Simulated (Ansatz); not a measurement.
Consider the cleavage of the B–Si bond: `B[SiH2][SiH2][SiH3]` + `C=CN[SiH3]` → `BN([SiH3])C=C` + `[SiH3][SiH2][SiH3]`.

Calculated with Ansatz (gas phase, PBE0-D4/def2-TZVP geometries, no zero-point term in ΔE). CCSD(T)/CBS adds triple-zeta CCSD(T) − MP2 to the extrapolated MP2 energy (def2 sets, frozen cores). This one scheme is used for every species. DFT in def2-TZVPP. HSE06 is defined as in plane-wave codes. One conformer a species, not always the lowest.

| level | ΔE (kcal/mol) |
| --- | --- |
| BLYP-D4 | -35.2 |
| ωB97X-V | -35.0 |
| B2PLYP | -36.1 |
| PBE-QIDH | -35.6 |
| r2SCANh | -34.3 |
| HSE06 | -33.5 |
| SCS-MP2/def2-TZVPP | -37.5 |
| SCS-MP2/def2-QZVPP | -37.3 |

What does CCSD(T)/CBS give? (Best estimate.)

Computed: -36.2 kcal/mol. The listed levels differ from it by 1.0, 1.2, 0.1, 0.6, 1.9, 2.7, -1.3, -1.1 kcal/mol.

What do rigid-rotor, harmonic-oscillator terms from PBE0-D4/def2-TZVP frequencies (298.15 K, 1 bar) make of the CCSD(T)/CBS value? (Best estimate.)

The calculation gave: ΔZPE = +0.2 kcal/mol, ΔH = -36.7 kcal/mol, ΔS = -38 J/(mol·K), ΔG = -34.0 kcal/mol. Modes under 50 cm⁻¹ make the entropy rough.

Largest T1 diagnostic among the species: 0.014.

Leaving LDA and LC-ωPBE aside and taking each functional with its dispersion term where it has one, the values, not all of them listed here, spread over 3.2 kcal/mol, from CAM-B3LYP-D4 to PBE-D4. LDA lies −3.7 kcal/mol from PBE without D4. The D4 term adds −0.8 kcal/mol with B3LYP and −0.4 kcal/mol with PBE0; it sums over pairs of atoms, weighted by their polarisabilities, and B3LYP, whose exchange is more repulsive, gets the larger term.

B3LYP here is the variant with VWN-RPA as its local correlation; programs differ in this.
